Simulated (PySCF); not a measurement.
A side-by-side comparison of computed properties.

First species: 3-aminophenol, C6H7NO.
SMILES with atom numbers: `[NH2:1][c:2]1[cH:3][cH:4][cH:5][c:6]([OH:7])[cH:8]1` (hydrogens: H9, H10 on N1; H11 on C3; H12 on C4; H13 on C5; H14 on O7; H15 on C8)

Cartesian coordinates in Å at the PBE0-D3(BJ)/def2-TZVP level; atoms count from 1:
```
atom  x, y, z in Å
N1     2.2857   -0.1329    0.9915
C2     1.0033    0.0196    0.4945
C3     0.2350    1.1359    0.8401
C4    -1.0229    1.2998    0.2926
C5    -1.5485    0.3770   -0.5991
C6    -0.7809   -0.7311   -0.9400
O7    -1.2245   -1.6809   -1.8025
C8     0.4831   -0.9115   -0.4011
H9     2.4755    0.3528    1.8521
H10    2.6451   -1.0727    0.9885
H11    0.6327    1.8699    1.5319
H12   -1.6125    2.1675    0.5665
H13   -2.5390    0.5121   -1.0209
H14   -2.1037   -1.4383   -2.1050
H15    1.0570   -1.7837   -0.6929
```

Second species: C6H7NO.
SMILES: `Oc1ccc(cc1)N`

Levels: B97-2/pcSseg-2 for dipole moment, HOMO energy, LUMO energy and HOMO–LUMO gap; PBE0-D3(BJ)/def2-TZVP for rotational constant A and rotational constant C. Geometries: PBE0-D3(BJ)/def2-TZVP. All species are isolated and taken at one optimised geometry, non-relativistic unless stated; the electronic structure was computed with PySCF and density fitting.

The conformers computed, where there is a choice (atom-mapped SMILES and torsion angles):
- `[NH2:1][c:2]1[cH:3][cH:4][cH:5][c:6]([OH:7])[cH:8]1`: H–N1–C2–C3 24°, H–N1–C2–C3 159°, H–O7–C6–C5 0°
- `[NH2:1][c:2]1[cH:3][cH:4][c:5]([OH:6])[cH:7][cH:8]1`: H–N1–C2–C3 -156°, H–N1–C2–C3 -27°, H–O6–C5–C4 180°

```csv
property,column X,column Y
dipole moment,1.14 D,2.01 D
HOMO energy,-5.67 eV,-5.31 eV
LUMO energy,0.04 eV,-0.25 eV
HOMO–LUMO gap,5.71 eV,5.06 eV
rotational constant A,3.777 GHz,5.657 GHz
rotational constant C,1.242 GHz,1.180 GHz
```

Q: Which column belongs to which species?

A: Column X is the first species and column Y the second. The first has 15 atoms and 58 electrons, the second 15 and 58.

Q: How does each property change from the first species to the second?

A: dipole moment +0.87 D; HOMO energy +0.36 eV; LUMO energy -0.29 eV; HOMO–LUMO gap -0.65 eV; rotational constant A +1.880 GHz; rotational constant C -0.062 GHz.

On the first: The dipole equals about 3.8 × 10⁻³⁰ C·m (1 D = 3.33564 × 10⁻³⁰ C·m). Isolated species at its PBE0-D3(BJ)/def2-TZVP geometry (one conformer only).

On the second: The dipole equals about 6.7 × 10⁻³⁰ C·m (1 D = 3.33564 × 10⁻³⁰ C·m). Isolated species at its PBE0-D3(BJ)/def2-TZVP geometry (one conformer only).
